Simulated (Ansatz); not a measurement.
Mg₁₁MnS₁₁Br₂⁺. Charge 1, multiplicity 5. Geometry PBE-D4/def2-SVP, that of the neutral sextet; atoms count from 1.

Cartesian coordinates in Å:
```
S 0.8967 0.5171 -2.7774
S 4.6470 1.7712 -0.9764
S 0.5958 -3.9819 -1.7471
S -1.5097 -3.9268 1.5220
S 1.8851 -0.9755 1.1311
S 1.7005 4.0595 -1.4701
S -1.4431 -1.1491 -0.8685
S -0.5318 1.9722 1.0460
S 3.3208 2.2001 2.4887
S -4.0049 -0.1183 1.4046
S -2.7514 2.7902 -2.0052
Mg 0.1930 -1.7865 -2.5914
Mg 3.8398 0.4565 0.8362
Mg 2.7012 2.0066 -2.3430
Mg 3.1187 3.3081 0.3371
Mg 0.3340 -2.7688 0.4791
Mg -1.6432 -4.3921 -0.8804
Mg -3.1195 -2.2722 0.6963
Mg 1.2271 1.0456 2.5745
Mg -1.9724 0.5145 2.4162
Mn 0.4349 0.3044 -0.4067
Mg -0.5403 3.1191 -1.3776
Mg -2.8819 0.9806 -0.5589
Br -4.0758 -3.8133 -1.2936
Br -0.4206 0.1388 4.3645
```

Single mean-field runs in def2-SVP are fitted with def2-universal-jkfit. The charge 1 quintet is spin-contaminated (final ⟨S²⟩ up to 7.01, 6.00 for a pure state).

(1) Estimate the Mulliken populations from the PBE0/def2-SVP orbitals of Ansatz.

(2) Where does the spin sit?

(3) And the Mayer bond orders between heavy atoms (over 0.3)?

Results:

(1) 
```tsv
atom	charge (e)	spin (α − β)	d electrons
S1	-0.60	-0.04	–
S2	-0.55	0.00	–
S3	-0.53	-0.01	–
S4	-0.52	-0.02	–
S5	-0.69	0.03	–
S6	-0.55	0.02	–
S7	-0.65	0.00	–
S8	-0.71	0.02	–
S9	-0.52	0.00	–
S10	-0.50	0.00	–
S11	-0.18	-0.92	–
Mg12	0.46	0.01	–
Mg13	0.54	0.01	–
Mg14	0.54	0.01	–
Mg15	0.64	0.01	–
Mg16	0.56	-0.01	–
Mg17	0.59	0.00	–
Mg18	0.64	0.02	–
Mg19	0.64	-0.02	–
Mg20	0.60	0.01	–
Mn21	1.19	4.84	5.20
Mg22	0.48	0.02	–
Mg23	0.65	0.00	–
Br24	-0.29	0.00	–
Br25	-0.24	0.00	–
```
Mulliken values depend strongly on the basis.

(2) Summed by element: S -0.91, Mg 0.07, Mn 4.84, Br 0.00, of 4 unpaired in all. Largest on single atoms: Mn21 4.84, S11 -0.92, S1 -0.04.

(3) S1–Mn21 0.48 (2.42 Å); S5–Mn21 0.40 (2.47 Å); S7–Mn21 0.41 (2.42 Å); S8–Mn21 0.44 (2.41 Å); S1–Mg12 0.72 (2.42 Å); S1–Mg14 0.67 (2.38 Å); S2–Mg13 0.81 (2.38 Å); S2–Mg14 0.78 (2.39 Å); S2–Mg15 0.56 (2.53 Å); S3–Mg12 0.91 (2.39 Å); S3–Mg16 0.57 (2.55 Å); S3–Mg17 0.73 (2.44 Å); S4–Mg16 0.71 (2.41 Å); S4–Mg17 0.72 (2.45 Å); S4–Mg18 0.67 (2.45 Å); S5–Mg13 0.60 (2.44 Å); S5–Mg16 0.53 (2.46 Å); S5–Mg19 0.44 (2.57 Å); S6–Mg14 0.70 (2.44 Å); S6–Mg15 0.71 (2.42 Å); S6–Mg22 0.79 (2.43 Å); S7–Mg12 0.53 (2.46 Å); S7–Mg23 0.46 (2.59 Å); S8–Mg19 0.37 (2.51 Å); S8–Mg20 0.51 (2.47 Å); S8–Mg22 0.44 (2.68 Å); S9–Mg13 0.72 (2.46 Å); S9–Mg15 0.75 (2.43 Å); S9–Mg19 0.71 (2.39 Å); S10–Mg18 0.67 (2.43 Å); S10–Mg20 0.87 (2.36 Å); S10–Mg23 0.66 (2.51 Å); S11–Mg22 0.74 (2.32 Å); S11–Mg23 0.66 (2.32 Å); Mg17–Br24 0.69 (2.53 Å); Mg18–Br24 0.47 (2.69 Å); Mg19–Br25 0.52 (2.60 Å); Mg20–Br25 0.69 (2.52 Å).
